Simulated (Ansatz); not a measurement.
`C[O][GeH]([F])[AlH2]` + `F[SiH](F)F` → `C[O][GeH]([F])[F]` + `F[SiH](F)[AlH2]` at 600 K and 1 bar (redistribution).

Calculated with Ansatz (gas phase, PBE0-D4/def2-TZVP geometries, no zero-point term in ΔE). CCSD(T)/CBS is the MP2 limit (def2-TZVPP, def2-QZVPP) plus CCSD(T) − MP2 in def2-TZVPP, frozen cores. For Ge outer-core shells are correlated without core-valence functions, which leaves a few kJ/mol of doubt a bond. Scalar relativity is left out up to krypton. One conformer a species, not always the lowest.

```
               species  CCSD(T)/CBS energy (Eh)  H − E (kJ/mol)  S (J/(mol·K))
`C[O][GeH]([F])[AlH2]`              -2534.78615           245.4          509.5
          `F[SiH](F)F`               -589.26725            84.1          330.7
   `C[O][GeH]([F])[F]`              -2391.41847           202.4          438.0
     `F[SiH](F)[AlH2]`               -732.58614           126.4          419.1
```

H − E and S are ideal-gas, rigid-rotor, harmonic terms from PBE0-D4/def2-TZVP, for one conformer and one mirror image of each species. 1 Eh = 2625.50 kJ/mol, R = 8.31446 J/(mol·K).

Problem. By hand: ΔE, ΔH, ΔS and ΔG.

Solution. ΔE = (-2391.41847) + (-732.58614) − (-2534.78615) − (-589.26725) = 0.04879 Eh = 128.1 kJ/mol. Δ(H − E) = 202.4 + 126.4 − 245.4 − 84.1 = -0.7, so ΔH = 127.4 kJ/mol. ΔS = 438.0 + 419.1 − 509.5 − 330.7 = 16.9 J/(mol·K). ΔG = 127.4 − 600 × (16.9)/1000 = 117.3 kJ/mol.

Problem. By hand: the equilibrium constant, and the temperature at which ΔG would vanish if ΔH and ΔS stayed fixed.

Solution. log₁₀ K = −ΔG/(RT ln 10) = -10.2. ΔG = 0 at ΔH/ΔS = 7538 K, far beyond where these terms or the molecules hold.

ΔH outweighs TΔS. A doubt of 5 kJ/mol in ΔE shifts log₁₀ K by 0.4 here. Other conformers and mirror images would add mixing entropy, several J/(mol·K) or more a flexible species. Modes under 60 cm⁻¹, often nearly free rotors, make the harmonic entropy too high. These are equilibria of isolated gas molecules and say nothing of rates. Largest T1 diagnostic: 0.012 (customary marks: 0.02 for closed shells, 0.045 for open ones).
